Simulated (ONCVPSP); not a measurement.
An all-electron radial function and its pseudo partner (rubidium (Rb))

Columns: radius, all-electron u(r) and pseudo u(r) of the 4s shell (level -34.69 eV) of rubidium in the configuration [Ar] 3d10 4s2 4p6 5s0.5; LDA (Perdew-Wang 92), scalar-relativistic, ONCV scheme, ONCVPSP 4.0.1.

| r (bohr) | all-electron | pseudo |
| --- | --- | --- |
| 0.130 | 0.2992 | 0.1366 |
| 0.260 | -0.2345 | 0.2698 |
| 0.390 | -0.4854 | 0.3964 |
| 0.520 | -0.2789 | 0.5127 |
| 0.650 | 0.0932 | 0.6153 |
| 0.780 | 0.4439 | 0.7010 |
| 0.910 | 0.7032 | 0.7671 |
| 1.040 | 0.8616 | 0.8120 |
| 1.170 | 0.9346 | 0.8348 |
| 1.300 | 0.9437 | 0.8361 |
| 1.430 | 0.9093 | 0.8173 |
| 1.560 | 0.8481 | 0.7808 |
| 1.690 | 0.7725 | 0.7298 |
| 1.820 | 0.6913 | 0.6680 |
| 1.950 | 0.6103 | 0.5999 |
| 2.080 | 0.5330 | 0.5295 |
| 2.210 | 0.4615 | 0.4607 |
| 2.340 | 0.3967 | 0.3967 |
| 2.470 | 0.3391 | 0.3391 |
| 2.600 | 0.2884 | 0.2884 |
| 2.730 | 0.2443 | 0.2443 |
| 2.860 | 0.2063 | 0.2063 |
| 2.990 | 0.1736 | 0.1736 |
| 3.120 | 0.1457 | 0.1457 |
| 3.250 | 0.1221 | 0.1221 |
| 3.380 | 0.1020 | 0.1020 |

(1) How many radial nodes do the two functions have?

(2) At about which radius was the pseudo-wave matched?

(3) Where does each function peak?

(4) Is the pseudo-wave norm-conserving?

Results:

(1) The all-electron 4s function has n − l − 1 = 3 (the table is too coarse to show those close to the nucleus); the pseudo-wave has 0, since the states of the same l below it are removed with the core.

(2) 2.45 bohr, where the columns begin to agree (steps of 0.13 bohr).

(3) Outermost all-electron maximum near 1.30 bohr, pseudo maximum near 1.30 bohr (to the table’s step).

(4) Yes: the ONCV scheme keeps the norm inside the radius equal to the all-electron one, which fixes the energy derivative of the logarithmic derivative at the level.
